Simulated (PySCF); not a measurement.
## C₆ coefficients of unlike pairs at PBE0

Calculated with PySCF 2.14 from the dipole response of each species, C₆(A,B) = (3/π) ∫ α_A(iu) α_B(iu) du, in atomic units, from isotropic polarisabilities. For ions this is the dispersion term alone; charge-induced terms of lower order in 1/R come first.

| species | configuration | basis | relativity | α (bohr³) | C₆ (like pair) |
| --- | --- | --- | --- | --- | --- |
| Mn | [Ar] 3d5 4s2 (6S) | aug-cc-pwCVTZ-DK with one added diffuse shell each of s, p, d, f, g type (11s10p8d5f4g) | spin-free X2C | 77.01 | 740.4 |
| Mo²⁺ | [Kr] 4d4 (5D) | aug-cc-pVDZ-PP with ECP28MDF (5s5p4d2f) | core potential | 10.09 | 53.87 |
| Mn²⁺ | [Ar] 3d5 (6S) | aug-cc-pVTZ with one added diffuse shell each of s, p, d, f, g type (9s8p6d4f3g) | none | 3.792 | 11.17 |
| Cd | [Kr] 4d10 5s2 (1S) | aug-cc-pVTZ-PP with one added diffuse shell each of s, p, d, f, g type with ECP28MDF (7s7p6d4f3g) | core potential | 50.10 | 457.2 |

Task: Estimate C₆ for Cd with Mn.

Result: The integral gives 571.7. The combination rule 2 C_A C_B / (C_A α_B/α_A + C_B α_A/α_B) gives 571.5 and the geometric mean 581.8.

No spin-orbit coupling is included.

The other pairs:

```json
{"pair": "Mn²⁺, Mo²⁺", "C₆": "24.12"}
{"pair": "Cd, Mn²⁺", "C₆": "59.91"}
{"pair": "Mn²⁺, Mn", "C₆": "66.88"}
{"pair": "Cd, Mo²⁺", "C₆": "142.3"}
{"pair": "Mo²⁺, Mn", "C₆": "163.4"}
```
